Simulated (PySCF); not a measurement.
Te(H)(Et) (C₂H₆Te), SMILES CC[TeH]. Coordinates come from a B3LYP-D3(BJ)/def2-SVP optimisation. The def2 effective core potentials stand for the cores of Te; spin–orbit coupling is left out.

Computed equilibrium geometry at B3LYP-D3(BJ)/def2-SVP (PySCF confirms it by a frequency run) as bond lengths and angles:
Atoms: Te1 H2 C3 C4 H5 H6 H7 H8 H9. Bonds (Å): Te1–H2 1.673, Te1–C3 2.196, C3–C4 1.520, C3–H5 1.098, C3–H6 1.101, C4–H7 1.101, C4–H8 1.101, C4–H9 1.105. Bond angles (°): H2–Te1–C3 92.7, Te1–C3–C4 114.3, Te1–C3–H5 106.4, Te1–C3–H6 103.4, C4–C3–H5 112.5, C4–C3–H6 112.0, H5–C3–H6 107.6, C3–C4–H7 111.6, C3–C4–H8 111.5, C3–C4–H9 110.3, H7–C4–H8 107.6, H7–C4–H9 108.1, H8–C4–H9 107.6.
Charge 0, spin multiplicity 1.
